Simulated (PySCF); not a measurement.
Isomers of C3H12N2OSi2, mass 148.049 u with the commonest isotopes. Computed with PBE0/pcSseg-1 in PySCF (dipole) on a GFN2-xTB geometry, gas phase. One conformer each, none proved a minimum here; rigid rotors.

Question: Order these by rotational constant A, largest first.
A. `[CH2:1]=[N:2][SiH2:3][Si@H:4]([NH:5][CH3:6])[O:7][CH3:8]` with C1–N2–Si3–Si4 -111°, N2–Si3–Si4–N5 -72°, Si3–Si4–N5–C6 59°, Si3–Si4–O7–C8 -63°
B. `[CH3:1][C:2](=[O:3])[N:4]([CH3:5])[SiH2:6][NH:7][SiH3:8]` with C1–C2–N4–C5 -1°, C2–N4–Si6–N7 -69°, N4–Si6–N7–Si8 -167°
C. `[H]/[N:1]=[CH:2]\[CH2:3][CH2:4][Si@@H:5]([NH2:6])[O:7][SiH3:8]` with N1–C2–C3–C4 -117°, C2–C3–C4–Si5 64°, C3–C4–Si5–N6 -77°, C4–Si5–N6–H -178° and 43°, C4–Si5–O7–Si8 -40°

Answer: B (2946 MHz), A (1759 MHz), C (1570 MHz).

Question: Order these by radius of gyration √(Σ m r²/M), largest first.
A. `[CH3:1][C:2](=[O:3])[N:4]([CH3:5])[SiH2:6][NH:7][SiH3:8]` with C1–C2–N4–C5 -1°, C2–N4–Si6–N7 -69°, N4–Si6–N7–Si8 -167°
B. `[CH2:1]=[N:2][SiH2:3][Si@H:4]([NH:5][CH3:6])[O:7][CH3:8]` with C1–N2–Si3–Si4 -111°, N2–Si3–Si4–N5 -72°, Si3–Si4–N5–C6 59°, Si3–Si4–O7–C8 -63°
C. `[H]/[N:1]=[CH:2]\[CH2:3][CH2:4][Si@@H:5]([NH2:6])[O:7][SiH3:8]` with N1–C2–C3–C4 -117°, C2–C3–C4–Si5 64°, C3–C4–Si5–N6 -77°, C4–Si5–N6–H -178° and 43°, C4–Si5–O7–Si8 -40°

Answer: A (2.357 Å), B (2.298 Å), C (2.155 Å).

Question: Order these by dipole moment, largest first.
A. `[CH3:1][C:2](=[O:3])[N:4]([CH3:5])[SiH2:6][NH:7][SiH3:8]` with C1–C2–N4–C5 -1°, C2–N4–Si6–N7 -69°, N4–Si6–N7–Si8 -167°
B. `[CH2:1]=[N:2][SiH2:3][Si@H:4]([NH:5][CH3:6])[O:7][CH3:8]` with C1–N2–Si3–Si4 -111°, N2–Si3–Si4–N5 -72°, Si3–Si4–N5–C6 59°, Si3–Si4–O7–C8 -63°
C. `[H]/[N:1]=[CH:2]\[CH2:3][CH2:4][Si@@H:5]([NH2:6])[O:7][SiH3:8]` with N1–C2–C3–C4 -117°, C2–C3–C4–Si5 64°, C3–C4–Si5–N6 -77°, C4–Si5–N6–H -178° and 43°, C4–Si5–O7–Si8 -40°

Answer: A (3.37 D), B (1.73 D), C (1.38 D).

```csv
SMILES,point group,Ia (u·Å²),Ib (u·Å²),Ic (u·Å²),κ,μa (D),μb (D),μc (D)
CC(=O)N(C)[SiH2]N[SiH3],C1,171.53,690.74,782.11,-0.93,2.50,1.79,1.39
[H]/N=C\CC[Si@@H](N)O[SiH3],C1,321.97,474.32,578.62,-0.45,0.48,0.24,1.27
C=N[SiH2][Si@H](NC)OC,C1,287.31,532.08,744.60,-0.50,0.41,0.86,1.44
```
